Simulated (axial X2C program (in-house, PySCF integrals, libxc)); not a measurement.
## Outer orbitals of SrC⁺ at 2.298 Å, HF

Computed with an axial X2C code built on PySCF integrals. Spin-free means the one-electron spin-free X2C Hamiltonian; two-component (2c) means X2C with spin–orbit coupling and atomic mean-field two-electron Coulomb and Gaunt terms, so the difference of the two also holds small scalar two-electron terms. Basis: Sr dyall-cv3z [13s12p8d5f1g], C dyall-v3z [7s6p2d1f] (cores contracted in-house); Gaussian nuclei, density fitting, unrestricted open shells. Masses: Sr 87.906 u, C 12.000 u.

The distance is close to the 2c PBE0 minimum; the highest filled and lowest empty levels are listed.

Spin-free orbitals, state M_S = 3/2, Λ = 0 (beyond evenly filled blocks: σα, π+α, π-α) (Löwdin shares):

```csv
symmetry,occupied,ε (eV),atomic character
π-β,yes,-35.26,100% Sr p
π+β,yes,-35.26,100% Sr p
σβ,yes,-35.12,96% Sr p
σα,yes,-25.90,"73% C s, 10% Sr p, 9% Sr d"
σβ,yes,-17.51,"66% C s, 12% Sr d, 9% Sr p"
σα,yes,-14.37,"83% C p, 9% Sr d, 4% Sr s"
π-α,yes,-13.84,"83% C p, 10% Sr d, 4% Sr f"
π+α,yes,-13.84,"83% C p, 10% Sr d, 4% Sr f"
σα,no,-4.86,"76% Sr s, 18% Sr p, 3% Sr d"
σβ,no,-4.85,"73% Sr s, 22% Sr p, 2% C p"
π-α,no,-3.16,"86% Sr p, 14% Sr d"
π+α,no,-3.16,"86% Sr p, 14% Sr d"
π-β,no,-3.15,"92% Sr p, 7% Sr d"
π+β,no,-3.15,"92% Sr p, 7% Sr d"
```

Spinors with spin–orbit coupling (state Ω = 3/2):

| ω | occupied | ε (eV) | atomic character | λ mixture |
| --- | --- | --- | --- | --- |
| 1/2 | yes | -35.16 | 96% Sr p | 55% π, 45% σ |
| 3/2 | yes | -35.03 | 100% Sr p | 100% π |
| -3/2 | yes | -34.84 | 100% Sr p | 100% π |
| -1/2 | yes | -34.79 | 97% Sr p | 77% σ, 23% π |
| 1/2 | yes | -25.90 | 72% C s, 10% Sr p, 9% Sr d | 100% σ |
| -1/2 | yes | -17.51 | 66% C s, 12% Sr d, 9% Sr p | 100% σ |
| 1/2 | yes | -14.37 | 83% C p, 9% Sr d, 4% Sr s | 100% σ |
| -1/2 | yes | -13.85 | 83% C p, 10% Sr d, 4% Sr f | 100% π |
| 3/2 | yes | -13.84 | 83% C p, 10% Sr d, 4% Sr f | 100% π |
| 1/2 | no | -4.86 | 76% Sr s, 18% Sr p, 4% Sr d | 100% σ |
| -1/2 | no | -4.85 | 73% Sr s, 22% Sr p, 2% C p | 100% σ |
| -1/2 | no | -3.17 | 86% Sr p, 14% Sr d | 100% π |
| 1/2 | no | -3.17 | 92% Sr p, 7% Sr d | 100% π |

Mulliken charges and populations of the two-component result (they depend on the basis, above all on diffuse functions):

Sr 1.54 e (s 8.07 p 18.03 d 10.32 f 0.04), C -0.54 e (s 3.86 p 2.67 d 0.01). ⟨Lz⟩ = 0.00 ħ and ⟨Sz⟩ = 1.50 ħ (0.15 and 1.35 on the two atoms), which add up to Ω.

Occupations by symmetry block were frozen at the best pattern of an incomplete PBE0 search. With several unpaired electrons one determinant need not be a pure state. This is the top spin component of a Σ state; components of lower Ω are not single determinants and can lie lower.
